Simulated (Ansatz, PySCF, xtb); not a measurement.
Energy difference R1 + R2 → 2 P1, each structure at its B3LYP-D3(BJ)/def2-TZVP stationary point, reached from a drawn start (curvature not checked).
R1, C2F6 (SMILES FC(F)(F)C(F)(F)F) (charge 0, multiplicity 1):
```json
[
 {"atom": "C", "x (Å)": "0.0000", "y (Å)": "0.0000", "z (Å)": "0.7770"},
 {"atom": "F", "x (Å)": "1.2542", "y (Å)": "0.0000", "z (Å)": "1.2299"},
 {"atom": "F", "x (Å)": "-0.6271", "y (Å)": "1.0862", "z (Å)": "1.2299"},
 {"atom": "F", "x (Å)": "-0.6271", "y (Å)": "-1.0862", "z (Å)": "1.2299"},
 {"atom": "C", "x (Å)": "0.0000", "y (Å)": "0.0000", "z (Å)": "-0.7770"},
 {"atom": "F", "x (Å)": "0.6271", "y (Å)": "1.0862", "z (Å)": "-1.2299"},
 {"atom": "F", "x (Å)": "-1.2542", "y (Å)": "0.0000", "z (Å)": "-1.2299"},
 {"atom": "F", "x (Å)": "0.6271", "y (Å)": "-1.0862", "z (Å)": "-1.2299"}
]
```
R2, C2H6 (SMILES CC) (charge 0, multiplicity 1):
```xyz
8

C      0.00001     0.00000     0.76310
H      1.01713     0.00000     1.16011
H     -0.50854     0.88085     1.16014
H     -0.50854    -0.88085     1.16014
C     -0.00001     0.00000    -0.76310
H      0.50854     0.88085    -1.16014
H     -1.01713     0.00000    -1.16011
H      0.50854    -0.88085    -1.16014
```
P1, C2H3F3 (SMILES CC(F)(F)F) (charge 0, multiplicity 1):
```xyz
8

C      0.00001     0.00000     0.80422
H      1.02721     0.00000     1.16368
H     -0.51357     0.88957     1.16373
H     -0.51357    -0.88957     1.16373
C      0.00000     0.00000    -0.69728
F      0.62676     1.08558    -1.19942
F     -1.25352     0.00000    -1.19944
F      0.62676    -1.08558    -1.19942
```

P less R. No zero-point or thermal terms.

The values were computed with Ansatz (Gaussian basis) for Hartree–Fock, density functionals and correlated methods; PySCF for the D3/D4 terms; xtb for the GFN methods. No computed number here is a measurement.

Question: One of these levels gives -121.0 kJ/mol for the reaction energy. Which one is it?
A. GFN1-xTB
B. BLYP-D4/def2-TZVPP
C. GFN2-xTB

Answer: C, GFN2-xTB. The others give -101.5 (GFN1-xTB), -73.9 (BLYP-D4/def2-TZVPP)

Ansatz is a first-principles code.
